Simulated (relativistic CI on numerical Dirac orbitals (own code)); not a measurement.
**Hf4+: O2,3 absorption edge**

Computed with this model: Dirac-Coulomb-Breit CI, KLI orbitals optimised for each configuration, model QED, valence Slater integrals scaled by 0.8, multiplet model of core-to-valence dipole absorption; configurations [Xe] 4f14 → [Kr] 4d10 4f14 5s2 5p5 5d; 80 K; Lorentzian 0.6 eV and Gaussian 0.3 eV FWHM. Energies are those of the free ion, without screening or charge transfer. The branching ratio is the share of the lower-energy edge in the whole absorption, uncertain by about 0.02 where the edges overlap. S is read from ⟨S²⟩ = S(S + 1).

Field parameters in Wybourne normalisation: D4h B²₀ = −7Ds, B⁴₀ = 21(Dq − Dt), B⁴₄ = 21√(5/14) Dq; Oh B⁴₀ = 21Dq, B⁴₄ = √(5/14) B⁴₀; Td as Oh with Dq negative (B⁴₀ = 21Dq, B⁴₄ = √(5/14) B⁴₀). The field is a parameter set, without covalency.

Computed curve for Td, 10Dq = -13300 cm⁻¹, scaled to 100 at the maximum (points under 2 are left out and the grid is thinned):

(Energy (eV), Intensity): (37.1, 2.0), (37.2, 2.4), (37.4, 3.4), (37.5, 4.2), (37.6, 5.2), (37.8, 9.0), (37.9, 12.1), (38.1, 21.2), (38.2, 25.7), (38.3, 28.0), (38.5, 22.8), (38.6, 17.9), (38.7, 13.3), (38.9, 7.4), (39.0, 5.7), (39.2, 3.7), (39.3, 3.0), (39.4, 2.6), (42.0, 2.0), (42.1, 2.6), (42.2, 3.2), (42.4, 4.7), (42.5, 5.1), (42.7, 4.2), (42.8, 3.5), (42.9, 2.8), (44.7, 2.1), (44.8, 2.2), (44.9, 2.4), (45.1, 2.9), (45.2, 3.2), (45.4, 4.0), (45.5, 4.5), (45.6, 5.1), (45.8, 6.9), (45.9, 8.1), (46.0, 9.7), (46.2, 14.6), (46.3, 18.5), (46.5, 31.9), (46.6, 43.3), (46.7, 58.5), (46.9, 92.4), (47.0, 100.0), (47.1, 95.4), (47.3, 63.1), (47.4, 46.9), (47.6, 25.8), (47.7, 19.7), (47.8, 15.5), (48.0, 10.1), (48.1, 8.4), (48.2, 7.1), (48.4, 5.3), (48.5, 4.6), (48.7, 3.6), (48.8, 3.2), (48.9, 2.9), (49.1, 2.4), (49.2, 2.2)

The ground state has S = 0.00, and the centroid lies at 44.87 eV.
